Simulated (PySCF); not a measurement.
MgBr, optimised at PBE/def2-SVP:

```xyz
2

Mg     0.0028    -0.8860     0.8124
Br    -0.0028     0.8860    -0.8124
```

Method: PySCF energies (xtb for GFN2) plus ideal-gas RRHO corrections (1 bar). 6-31G* has spherical d functions here. Open shells (unrestricted): MgBr (multiplicity 2). GFN2 has no spin-polarisation term. B3LYP is the form with VWN-RPA correlation. Br: all electrons, no relativistic terms.

Question: List the harmonic frequencies (cm⁻¹, unscaled) at this level and at the other levels, each on its own geometry.

Answer: 
- PBE/def2-SVP: 350
- B3LYP/6-31G*: 354
- GFN2-xTB: 306
- HF/6-31G*: 370
- PBE0/def2-TZVP: 363
